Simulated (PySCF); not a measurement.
## Broadened absorption spectrum of C7H9N

Compound: C7H9N.
SMILES with atom numbers: `[CH2:1]=[C:2](/[CH:3]=[CH:4]\[C:5]#[N:6])[CH2:7][CH3:8]` (hydrogens: H9, H10 on C1; H11 on C3; H12 on C4; H13, H14 on C7; H15, H16, H17 on C8)

Computed, not measured: TDDFT wB97X-D/def2-SVPD, vertical, gas phase, core orbitals frozen in the response in PySCF. The structure is a single GFN2-xTB conformer in the gas phase; no vibrational or solvent corrections. Torsions of this conformer, `[CH2:1]=[C:2](/[CH:3]=[CH:4]\[C:5]#[N:6])[CH2:7][CH3:8]`: C1–C2–C3–C4 176°, C1–C2–C7–C8 98°.

Each state is given a Gaussian of 0.4 eV full width at half maximum, with ε(max) = 2.175×10⁸ f / Δν̃ (Δν̃ the width in cm⁻¹). The width is an assumption, not a result. The curve ends short of the highest state used, and states not computed would add to its high-energy end.

(E (eV), ε (L mol⁻¹ cm⁻¹)): (4.52, 82), (4.56, 182), (4.60, 385), (4.64, 768), (4.68, 1451), (4.72, 2593), (4.76, 4382), (4.80, 7008), (4.84, 10601), (4.88, 15172), (4.93, 21968), (4.97, 27752), (5.01, 33168), (5.05, 37503), (5.09, 40117), (5.13, 40598), (5.17, 38868), (5.21, 35205), (5.25, 30167), (5.29, 24456), (5.33, 18757), (5.37, 13609), (5.41, 9342), (5.45, 6067), (5.49, 3727), (5.54, 1876), (5.58, 1018), (5.62, 524), (5.66, 258), (5.70, 125), (5.74, 65), (5.78, 44), (5.82, 44), (5.86, 55), (5.90, 72), (5.94, 92), (5.98, 112), (6.02, 130), (6.06, 143), (6.11, 152), (6.15, 153), (6.19, 152), (6.23, 153), (6.27, 165), (6.31, 192), (6.35, 243), (6.39, 321), (6.43, 427), (6.47, 554), (6.51, 691), (6.55, 823), (6.59, 931), (6.63, 1000), (6.67, 1020), (6.72, 975), (6.76, 897)

Question: Where are the band maxima, and which computed states make them?

Answer: 242 nm (5.12 eV), ε about 41000, made up of S1 (100%); 202 nm (6.14 eV), ε about 150, made up of S2 (94%) (hardly more than a shoulder); 186 nm (6.66 eV), ε about 1000, made up of S4 (17%) and S5 (81%) (ε in L mol⁻¹ cm⁻¹; maxima over ε = 5, shares over 10%). The states used: S1 5.12 eV (f 0.604); S2 6.11 eV (f 0.0022); S3 6.62 eV (f 0.0003); S4 6.62 eV (f 0.0026); S5 6.67 eV (f 0.012); S6 7.18 eV (f 0.0032); S7 7.30 eV (f 0.053); S8 7.36 eV (f 0.0073).

Question: On this curve, what absorbance would a 10⁻³ mol/L sample give at 193 nm over a 1 cm path?

Answer: 193 nm is 6.424 eV, where ε is about 410 L mol⁻¹ cm⁻¹, so A = ε c l ≈ 0.41 (Beer–Lambert, with the gas-phase spectrum and the assumed width).

Question: What would ε be at 5.12 eV, the highest of these maxima, with half the width (0.2 eV)?

Answer: About 81400 L mol⁻¹ cm⁻¹ against 40700, a factor of about 2.00; a lone state at its own centre would give exactly 2.

Question: Does any computed singlet lie in the visible range?

Answer: No computed singlet lies in the visible range (380 to 750 nm); the lowest, at 242 nm, stands 1.86 eV above its violet end (3.26 eV); a Tamm–Dancoff triplet lies at 431 nm, without intensity as long as spin–orbit coupling is left out.
